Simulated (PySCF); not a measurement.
# LaF from Hartree–Fock to correlated methods

State: triplet, about 0.1 electrons in the 4f shell (Mulliken). Set-up: basis La x2c-TZVPall, F x2c-TZVPall; spin-free X2C with a Gaussian nucleus; PySCF 2.14. De refers to La (5d1 6s2) + F in their high-spin ground configurations, without counterpoise correction. The functionals are run spin-unrestricted. A positive dipole means La(−)F(+).

| Level | Re (Å) | ωe (cm⁻¹) | De (eV) | μ (D) |
| --- | --- | --- | --- | --- |
| UHF | 2.102 | 521 | n/a | -3.12 |
| UHF-MP2 | 2.081 | 540 | n/a | n/a |
| UHF-SCS-MP2 | 2.090 | 533 | n/a | n/a |
| UHF-CCSD | 2.089 | 533 | n/a | n/a |
| UHF-CCSD(T) | 2.087 | 535 | n/a | n/a |
| PBE | 2.061 | 543 | n/a | -2.98 |
| BP86 | 2.064 | 542 | n/a | -2.99 |
| r²SCAN | 2.061 | 547 | n/a | -3.10 |
| PBE0 | 2.055 | 550 | n/a | -3.09 |
| B97-3 | 2.068 | 536 | n/a | -3.03 |

The bond length runs from 2.055 Å (PBE0) to 2.102 Å (UHF).

Correlated steps freeze 19 core orbitals. Spin–orbit coupling is left out, which matters for elements this heavy, above all for dissociation energies. The state is the lowest single determinant that the PBE0 search found; with open d or f shells the true ground state can be another one.

The whole job (state search and all levels along the bond) took about 24 min on 4 threads of Arm Neoverse V1 (shared host), peak memory 5.3 GiB.
